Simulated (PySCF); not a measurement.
Structure problem from calculated spectra and properties.

Formula: C2H7NOSi.

| Quantity | Value |
| --- | --- |
| UV, first state | lowest singlet excitation: 5.32 eV (233 nm, f = 0.003) [TDDFT CAM-B3LYP/def2-SVPD] |
| NMR, other nuclei | isotropic shieldings of nuclei other than C and H, by class: 36 (1 N), 154 (1 O), 420 (1 Si) ppm [GIAO PBE0/pcSseg-1] |
| 13C NMR | chemical shifts (computed TMS as zero) by class: 155.1 (1 C), 54.9 (1 C) ppm [GIAO PBE0/pcSseg-1] |
| Rotational structure | rotational constants A, B, C: 8.075, 2.497, 1.976 GHz [GFN2-xTB] |
| Dipole | 1.82 D [CAM-B3LYP/def2-SVPD] |
| 1H NMR | chemical shifts (computed TMS as zero) by class: 7.45 (1 H), 5.22 (3 H), 3.78 (3 H) ppm [GIAO PBE0/pcSseg-1] |
| Polarisability | 63.9 au [CAM-B3LYP/def2-SVPD] |

Gas-phase values; electronic properties from PySCF, density fitting. Levels stand in brackets. The structure is a single GFN2-xTB conformer in the gas phase; no vibrational or solvent corrections. NMR classes are plain means over equivalent atoms (diastereotopic ones count apart unless rotation or inversion swaps them), as if these changed places fast.

**Question.** Give a SMILES that accounts for the data.

**Answer.** Numbering: `[CH3:1][O:2]/[CH:3]=[N:4]\[SiH3:5]`. Its formula, C2H7NOSi, gives 1 degree of unsaturation: 0 rings and 1 π bond in the structure found. 2 carbons fall into 2 classes; from least to most shielded: C=N carbon [C3] (155.1 ppm), methoxy carbon [C1] (54.9 ppm). Hydrogen classes from least to most shielded: 1 H on a C=N carbon, C3 (7.45 ppm), 3 H on an SiH3 silicon, Si5 (5.22 ppm), 3 H on a methoxy carbon, C1 (3.78 ppm). The other shieldings belong to: 36 ppm, C=N nitrogen [N4]; 154 ppm, oxygen bonded to 2 C [O2]; 420 ppm, SiH3 silicon [Si5]. The optimised geometry has point group Cs and is an asymmetric top. Structure: `CO/C=N\[SiH3]`. Computed isomers that give other values at the same levels: `CC(=O)N[SiH3]` (13C chemical shifts (computed TMS as zero) by class: 178.5 (1 C), 23.8 (1 C) ppm); `C/C=N\[SiH2]O` (13C chemical shifts (computed TMS as zero) by class: 176.5 (1 C), 32.3 (1 C) ppm); `C/C=N/[SiH2]O` (13C chemical shifts (computed TMS as zero) by class: 175.7 (1 C), 33.4 (1 C) ppm). The assignments are read from this structure; whether some other isomer fits the data as well wasn't checked.

Shape of the structure used: `[CH3:1][O:2]/[CH:3]=[N:4]\[SiH3:5]`: C1–O2–C3–N4 0°.
